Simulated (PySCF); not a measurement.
# Computed records: ClH4Si2

Calculation on a computer-drawn molecule: optimised geometry and harmonic frequencies of an isolated molecule of the commonest isotopes, restricted reference for singlets and unrestricted otherwise, frozen core in MP2. Program: PySCF 2.14.0.

ClH4Si2

Start structure:
```xyz
7
ClH4Si2
Si     0.9115     0.9058    -3.0258
Si    -1.1373     1.2091    -1.8905
Cl    -0.7884     1.7003     0.1085
H      0.6113     0.5499    -4.4324
H      1.7142    -0.1722    -2.4036
H      1.6691     2.1756    -2.9854
H     -2.0126     0.0150    -1.8985
```

Settings of this run: charge 0, multiplicity 2, method MP2 and basis cc-pV(D+d)Z.

The calculation gives: rotational constants 12.11, 2.219, 1.935 GHz; total energy -1040.0346 hartree; spin squared 0.7573; convergence status largest gradient component 3.705e-05 hartree/bohr.

Drawn bonds:
```csv
atom,other atom,order
1,2,1
2,3,1
1,4,1
1,5,1
1,6,1
2,7,1
```

Optimised structure:
```xyz
7
ClH4Si2
Si     0.9058     0.9044    -3.0222
Si    -1.1319     1.2071    -1.8892
Cl    -0.7798     1.7047     0.0982
H      0.6094     0.5516    -4.4326
H      1.7159    -0.1737    -2.4026
H      1.6637     2.1768    -2.9769
H     -2.0153     0.0125    -1.9024
```

Modes:
```csv
frequency (cm⁻¹),reduced mass (dalton)
103.5,1.127
117,5.772
409,1.113
411.9,4.184
531.2,1.56
564.1,4.761
618.9,1.22
772.1,1.092
909.6,1.115
966.9,1.035
973.5,1.035
2256,1.042
2271,1.023
2285,1.05
2295,1.049
```
